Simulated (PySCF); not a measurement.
C4H8BF, SMILES CB(C)/C=C\F. Geometry optimised at PBE-D3(BJ)/def2-SVP. The structure was generated by enumeration; whether it is a known compound was not checked. Other conformers were not sampled.

Problem. Give the equilibrium geometry at PBE-D3(BJ)/def2-SVP (PySCF confirms it by a frequency run) as Cartesian coordinates in Å. (The exact figures need the calculation; the answer reports its results.)

Solution. This is not unique; one that fits is 
```xyz
14

C     -2.1137    -1.2310     0.0583
B     -0.8505    -0.2853     0.1121
C     -0.9666     1.1412     0.7813
C      0.4894    -0.7855    -0.5200
C      1.6761    -0.1433    -0.5506
F      1.8775     1.0712    -0.0188
H     -2.7904    -0.8198    -0.7287
H     -1.9138    -2.2891    -0.2039
H     -2.7120    -1.1897     0.9933
H     -0.3685     1.1352     1.7218
H     -2.0027     1.4298     1.0480
H     -0.5072     1.9426     0.1667
H      0.5298    -1.7796    -1.0005
H      2.6085    -0.5315    -1.0019
```
